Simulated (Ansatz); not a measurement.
The same ligand exchange along the group O, S, Se.

Isolated molecules relaxed with PBE0-D4/def2-TZVP in Ansatz; ΔE leaves out vibrations. CCSD(T)/CBS adds triple-zeta CCSD(T) − MP2 to the extrapolated MP2 energy (def2 sets, frozen cores). This one scheme is used for every species. DFT in def2-TZVPP. For Se outer-core shells are correlated without core-valence functions, which leaves a few kJ/mol of doubt a bond. Scalar relativity is left out up to krypton.

```tsv
reaction	CCSD(T)/CBS(def2) (kcal/mol)
`C[O][AlH2]` + HCl → `[AlH2][Cl]` + CH₃OH	-7.3
`C[S][AlH2]` + HCl → `[AlH2][Cl]` + CH₃SH	-12.7
`C[Se][AlH2]` + HCl → `[AlH2][Cl]` + `C[SeH]`	?
```

Q: Fill in the missing values. (An estimate is asked.)

A: Computed: `C[Se][AlH2]` + HCl → `[AlH2][Cl]` + `C[SeH]`: -10.3 kcal/mol.

Largest T1 diagnostic: 0.012, for `C[O][AlH2]`.
